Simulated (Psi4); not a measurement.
## A ladder of methods for CuOH (SMILES [OH][Cu])

CuOH has 3 atoms, charge 0, and is taken as a singlet. As SMILES, `[OH][Cu]`. Geometry: optimised at PBE0/def2-TZVP.

```csv
atom,x (Å),y (Å),z (Å)
O,-0.3941,-0.4547,-0.2325
Cu,1.1087,-0.0115,0.6238
H,-0.8828,0.3471,-0.4398
```

Quantity: the HOMO–LUMO gap, in eV. The values are calculated.

```csv
level,kind,program,value (eV),CPU time
PBE-D4/def2-TZVPP (density fitting),GGA,Psi4,1.65,30 s
r2SCAN-D4/def2-TZVPP (density fitting),meta-GGA,Psi4,2.10,58 s
B3LYP-D4/def2-TZVPP (density fitting),global hybrid,Psi4,3.61,28 s
PBE0-D4/def2-TZVPP (density fitting),global hybrid,Psi4,4.19,27 s
wB97M-V/def2-TZVPP (density fitting),range-separated hybrid,Psi4,8.28,62 s
```

The values span 1.65 to 8.28 eV. Orbital gaps aren't excitation energies; they tend to grow with the share of exact exchange. CPU times are rough (shared hosts, several kinds of processor): they show what a rung costs within a factor of a few.
